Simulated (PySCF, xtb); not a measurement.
difluoromethyl(methyl)silane (C2H6F2Si), SMILES C([SiH2]C)(F)F. Other conformers were not sampled.

Harmonic wavenumbers (cm⁻¹) from GFN2-xTB (xtb) at its own minimum, in rising order: 44, 121, 123, 205, 338, 455, 490, 582, 616, 686, 749, 781, 824, 841, 995, 1076, 1237, 1281, 1362, 1459, 1464, 2268, 2273, 2896, 3022, 3024, 3042.

### Question
What does PBE-D3(BJ)/def2-SVP (PySCF) give at its own minimum? (Estimate from the structure and the level; the computed values follow.)

### Answer
68, 127, 130, 215, 349, 483, 521, 607, 642, 676, 763, 854, 872, 912, 1027, 1077, 1215, 1272, 1311, 1379, 1387, 2165, 2172, 2946, 2985, 3088, 3092. Paired by order, the mean absolute difference is 40 cm⁻¹ and the zero-point energies are 46.1 and 46.2 kcal/mol.
